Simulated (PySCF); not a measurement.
C₆ coefficients of unlike pairs at CAM-B3LYP

Calculated with PySCF 2.14 from the dipole response of each species, C₆(A,B) = (3/π) ∫ α_A(iu) α_B(iu) du, in atomic units, from isotropic polarisabilities. For ions this is the dispersion term alone; charge-induced terms of lower order in 1/R come first.

```csv
species,configuration,basis,relativity,α (bohr³),C₆ (like pair)
Kr,[Kr] (1S),"x2c-QZVPPall with one added diffuse shell each of s, p, d, f type (12s9p6d5f1g)",spin-free X2C,17.33,134.9
P³⁺,[Ne] 3s2 (1S),def2-QZVPPD (10s6p5d2f1g),none,6.628,16.62
Cr⁺,[Ar] 3d5 (6S),def2-QZVPPD (11s6p5d3f2g),none,10.53,34.77
```

Q: Estimate C₆ for P³⁺ with Kr.

A: The integral gives 47.13. The combination rule 2 C_A C_B / (C_A α_B/α_A + C_B α_A/α_B) gives 47.19 and the geometric mean 47.36.

No spin-orbit coupling is included.

The other pairs:

```json
{"pair": "Cr⁺, Kr", "C₆": "67.48"}
{"pair": "Cr⁺, P³⁺", "C₆": "23.54"}
```
